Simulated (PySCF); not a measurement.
Basis and Hamiltonian dependence of the excitation energy of I²⁺

I²⁺ [Kr] 4d10 5s2 5p3 (4S) → I²⁺ [Kr] 4d10 5s2 5p2 5d1 (high-spin determinant). Calculated with PySCF 2.14 from differences of total energies of unrestricted determinants, without spin-orbit coupling. Values in eV.

| basis | Hamiltonian | functions | UHF | PBE | PBE0 | MP2 (valence) | CCSD(T) (valence) |
| --- | --- | --- | --- | --- | --- | --- | --- |
| aug-cc-pwCVDZ-PP with ECP28MDF | ECP | 48 | 14.809 | 13.711 | 14.077 | 14.733 | 14.440 |
| aug-cc-pVTZ-PP with one added diffuse shell each of d, f type with ECP28MDF | ECP | 67 | 14.748 | 13.707 | 14.067 | 14.469 | 14.163 |
| dyall-av2z | non-relativistic | 130 | 14.418 | 13.294 | 13.655 | 14.287 | 14.018 |
| aug-cc-pV5Z-PP with ECP28MDF | ECP | 139 | 14.737 | 13.677 | 14.042 | 14.446 | n/a |

Estimate the row for def2-QZVPPD with the def2 core potential (28 electrons) (ECP, 91 functions).

From the rows with the same Hamiltonian and similar size; the calculation gives UHF 14.70; PBE 13.64; PBE0 14.01; MP2 (valence) 14.41; CCSD(T) (valence) 14.10 (eV).

Frozen in the all-electron rows: valence: [Kr] 4d10; with a core potential, the same shells as far as they lie outside it.

One determinant mixes LS terms of the configuration, so the numbers do not refer to single terms. Non-relativistic rows lack the scalar-relativistic shift.
